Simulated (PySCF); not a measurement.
Radial density of Yb (ytterbium, neutral)

UHF, [Xe] 4f14 5d2, high-spin 3F determinant (an excited configuration). Calculation: PySCF 2.14, in cc-pVDZ-X2C (8s7p5d3f1g, 84 functions); scalar relativity by spin-free X2C-1e.

```csv
r (bohr),4πr²ρ (e/bohr),4πr²(ρα − ρβ)
0.0180,90.29,-0.0016
0.0303,86.08,-0.0036
0.0510,122.0,-0.0019
0.0858,107.5,0.0136
0.144,108.4,0.0010
0.243,78.13,-0.0448
0.408,63.00,-0.0715
0.687,38.51,-0.0513
1.15,13.52,0.1161
1.94,3.797,0.4744
3.27,0.6615,0.5197
5.50,0.2243,0.2228
9.24,0.0007807,0.0007
```

Densities and radii are taken from the X2C orbitals without a picture-change correction, which distorts them close to the nucleus.

Spin-orbit coupling, absent here, splits the open shell strongly.

Problem. Where is the radial spin density 4πr²(ρα − ρβ) most negative, and why is it negative at all?

Solution. Around r = 0.408 bohr, down to -0.0715 e/bohr: exchange with the open shell polarises the paired shells in an unrestricted calculation.
